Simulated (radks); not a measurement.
Values are calculated unless marked as measured or tabulated.
Sc II, 20 electrons, occupied as [Ar] 3d1 4s1.

Level of theory: scalar-relativistic Kohn-Sham, LDA (Slater exchange, Perdew-Wang correlation), spin-polarised, spherical densities, finite nucleus; open shells are filled with parallel spins first; Fermi nuclear charge, rms radius 3.5459 fm (a radial shooting solver on a logarithmic mesh with Libxc functionals).

Energy parts (hartree):
total: -762.07995
kinetic: 767.42798
electron-nucleus: -1807.12486
Hartree: 314.57256
exchange-correlation: -36.95563

Orbitals (lengths in bohr, moments of r in powers of bohr):
orbital  occ.  eigenvalue (hartree)      <r>
1s up       1             -161.4121  0.07320
1s down     1             -161.4107  0.07320
2s up       1             -17.64319   0.3446
2s down     1             -17.63269   0.3445
2p up       3             -14.52144   0.3083
2p down     3             -14.51295   0.3081
3s up       1              -2.28365    1.077
3s down     1              -2.25136    1.076
3p up       3              -1.50653    1.170
3p down     3              -1.47329    1.167
3d up       1              -0.39116    1.702
3d down     0              -0.35140    1.678
4s up       1              -0.38232    3.292
4s down     0              -0.33400    3.390

The highest occupied level is 4s up at -10.403 eV. Spin moment in Bohr magnetons: 2. The spin density at the nucleus is 3.796 e/bohr^3 (1s 0.034, 2s -0.216, 3s -0.025, 4s 4.003). The density falls to 0.001 e/bohr^3 at r = 4.24 bohr. Summed over all electrons, <r^2> = 29.40 bohr^2, which gives a Langevin (diamagnetic) susceptibility term of -23.3 x 10^-6 cm^3/mol.
